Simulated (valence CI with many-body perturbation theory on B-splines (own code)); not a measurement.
**Xe¹⁴⁺: fill in the table**

Level of theory: valence CI with perturbative core correlation (CI+MBPT): four valence electrons over a frozen Dirac-Fock core [Kr], radial functions for each j: 7 s, 7 p, 8 d, 6 f, 4 g, 1 h, with the one-electron correlation potential Σ1, the two-electron term Σ2, the three-electron term Σ3, Breit, model QED; selected CI, second order for the rest, scaled by the run's own slope (own B-spline code, finite nucleus).

No measured levels were compared; by estimate terms of the open shell hold to 2 to 4 % of their energy, and close levels can change places. Excitations out of the core, of the other parity, are not computed and may begin above about 63.6 eV (a cautious bound); beyond it only levels of the ground parity were kept, without lifetimes.

| Level | E (eV) |
| --- | --- |
| 4d⁴ ⁵D_0 | 0.0000 |
| 4d⁴ ⁵D_1 | ? |
| 4d⁴ ⁵D_2 | 1.845 |
| 4d⁴ ⁵D_3 | 2.559 |
| 4d⁴ ⁵D_4 | 3.072 |
| 4d⁴ ³P_0 [a] | ? |
| 4d⁴ ³H_4 | 4.965 |
| 4d⁴ ³G_3 | 5.945 |
| 4d⁴ ³H_5 | 6.168 |
| 4d⁴ ³F_2 [a] | 6.269 |
| 4d⁴ ³P_1 [a] | 6.415 |
| 4d⁴ ³H_6 | ? |
| 4d⁴ ³G_4 | 7.335 |
| 4d⁴ ³D_2 | 7.693 |
| 4d⁴ ³F_4 [a] | ? |
| 4d⁴ ³F_3 [a] | ? |
| 4d⁴ ³D_3 | 8.598 |
| 4d⁴ ³G_5 | 9.052 |
| 4d⁴ ³P_2 [a] | 9.352 |
| 4d⁴ ¹I_6 | ? |

Names give the largest LS component (configuration and term), which can be under half, so a name can repeat, a term be missing and a line seem to break the LS rules; names also repeat where a configuration has a term twice. Letters in brackets count levels of one name in rising energy.

(1) The levels stand in rising order. What does the calculation give for the missing energies?

## Answers

(1) 4d⁴ ⁵D_1 0.9671; 4d⁴ ³P_0 [a] 4.722; 4d⁴ ³H_6 6.714; 4d⁴ ³F_4 [a] 7.847; 4d⁴ ³F_3 [a] 8.043; 4d⁴ ¹I_6 9.572.
